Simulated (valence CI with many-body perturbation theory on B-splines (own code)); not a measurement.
Nd²⁺: E2, M1 decay

Method: valence CI with perturbative core correlation (CI+MBPT): four valence electrons over a frozen Dirac-Fock core [Xe], a basis of 8 s, 8 p, 9 d, 9 f, 6 g, 3 h, 2 i functions for each j, with the one-electron correlation potential Σ1 (screened to all orders), the two-electron term Σ2, the three-electron term Σ3, Breit, model QED; the open f shell's mean field enters the energy denominators; selected single and double excitations, second order for the rest, scaled by the run's own slope (own B-spline code, finite nucleus).

Set against measurement, 33 paired levels are off by 2229 cm⁻¹ on average, the worst by 4201. These come from a selection out of Ding et al., The Spectrum and Energy Levels of the Low-lying Configurations of Nd III (preprint, 2023). Levels without a partner in it may be off by more, other configurations by several thousand cm⁻¹. Among the levels kept, up to 580 cm⁻¹ of a level comes from second order outside the variational space, and about a tenth of that is noise between levels of different J, which matters for small intervals. 15 measured levels below the end of the list, from 20389 cm⁻¹ on, found no clear computed partner, and computed levels of the same name lie up to 4879 cm⁻¹ from them.

Lines 51 to 100 of 104 in falling wavelength, among levels below 26232 cm⁻¹, chosen from the decays that carry over 1 % of a level's rate. Wavelengths and rates use the calculated energies, so an error of 2000 cm⁻¹ moves a line at 9490 Å by 19 % and its rate by three times that or more. Electric multipoles are in the length gauge, E1 and E2 with the static RPA response of the core. Weak lines are less certain than strong ones. Lines between different terms over intervals too small for the method are left out, as are lines whose strength nearly cancels and 10 of this kind that miss the measured wavelength by over 7 %. Branching is blank where the lifetime is uncertain.

Names give the largest LS component (configuration and term), which can be under half, so a name can repeat, a term be missing and a line seem to break the LS rules; names also repeat where a configuration has a term twice.

```
λ vac (Å)  λ from measured levels     Upper     Lower  Type   A (s⁻¹)  Branch %
    14910                          4f4 3G_4  4f4 5F_5    M1  5.43e-02       2.3
    14480                          4f4 3D_2  4f4 5S_2    M1  5.50e-01      31.4
    14370                          4f4 3G_3  4f4 5F_2    M1  1.84e-01      22.2
    13890                          4f4 3D_2  4f4 5F_3    M1  7.58e-01      43.4
    12890                          4f4 3P_1  4f4 5S_2    M1  6.07e-01      42.3
    12790                          4f4 3G_4  4f4 5F_4    M1  1.83e-01       7.8
    12640                          4f4 3D_2  4f4 5F_2    M1  4.78e-02       2.7
    12100                          4f4 3D_2  4f4 5F_1    M1  3.12e-01      17.8
    11640                          4f4 3G_4  4f4 5F_3    M1  2.36e-01      10.1
    11450                          4f4 3D_3  4f4 5F_4    M1  5.75e-01          
    11420                          4f4 3P_1  4f4 5F_2    M1  2.96e-01      20.7
    10970                          4f4 3P_1  4f4 5F_1    M1  4.98e-01      34.7
    10860                          4f4 3D_3  4f4 5S_2    M1  4.99e-02          
    10520                          4f4 3D_3  4f4 5F_3    M1  2.39e-02          
    10440                          4f4 1D_2  4f4 5S_2    M1  7.10e-01          
    10130                          4f4 1D_2  4f4 5F_3    M1  1.66e-01          
     9679                          4f4 3P_0  4f4 5F_1    M1  6.59e-02          
     9490                    9240  4f4 5F_5  4f4 5I_6    M1  2.10e-02          
     9456                          4f4 1D_2  4f4 5F_2    M1  4.35e-02          
     9293                    9055  4f4 5F_4  4f4 5I_5    M1  2.70e-02      22.7
     9171                    8564  4f4 3K_6  4f4 5I_6    M1  3.76e-01      31.2
     9146                          4f4 1D_2  4f4 5F_1    M1  5.18e-01          
     8911                    8753  4f4 5F_3  4f4 5I_4    M1  9.94e-04          
     8420                    8283  4f4 5F_5  4f4 5I_5    M1  1.78e-02          
     8362                    7846  4f4 3K_8  4f4 5I_7    M1  6.14e-01          
     8339                    8209  4f4 5F_4  4f4 5I_4    M1  6.87e-02      57.8
     8318                    7833  4f4 3K_7  4f4 5I_6    M1  9.41e-01          
     8168                    7736  4f4 3K_6  4f4 5I_5    M1  8.21e-01      68.2
     7655                          4f4 3H_4  4f4 5I_5    M1  9.38e-01      36.5
     7330                    7025  4f4 3H_5  4f4 5I_6    M1  1.02e+00          
     7299                    7036  4f4 5G_3  4f4 5I_5    E2  1.28e-02       9.8
     7164                    6923  4f4 5G_4  4f4 5I_6    E2  1.28e-02          
     6996                          4f4 3H_4  4f4 5I_4    M1  1.48e+00      57.5
     6935                          4f4 5G_6  4f4 5I_7    M1  4.78e-01      52.9
     6871                          4f4 5G_2  4f4 5I_4    E2  2.62e-02      40.0
     6792                          4f4 3L_8  4f4 5I_8    M1  1.67e-01          
     6697                    6515  4f4 5G_3  4f4 5I_4    M1  2.49e-02      19.1
     6697                    6515  4f4 5G_3  4f4 5I_4    E2  4.22e-03       3.2
     6675                    6458  4f4 3H_5  4f4 5I_5    M1  5.41e-01          
     6585                          4f4 3L_7  4f4 5I_7    M1  8.00e-02       6.4
     6537                    6372  4f4 5G_4  4f4 5I_5    M1  5.04e-01          
     6455                    6279  4f4 5G_5  4f4 5I_6    M1  7.73e-01          
     6412                          4f4 3L_9  4f4 5I_8    M1  4.19e-02          
     6331                          4f4 3H_6  4f4 5I_7    M1  8.42e-01      71.0
     6319                          4f4 5G_6  4f4 5I_6    M1  1.10e-01      12.2
     6187                          4f4 3L_8  4f4 5I_7    M1  1.47e-01          
     6155                          4f4 3G_3  4f4 5I_5    E2  8.49e-03       1.0
     6051                    5941  4f4 5G_4  4f4 5I_4    M1  4.39e-01          
     6026                          4f4 3L_7  4f4 5I_6    M1  1.19e-01       9.4
     5942                    5822  4f4 5G_5  4f4 5I_5    M1  2.59e-01
```
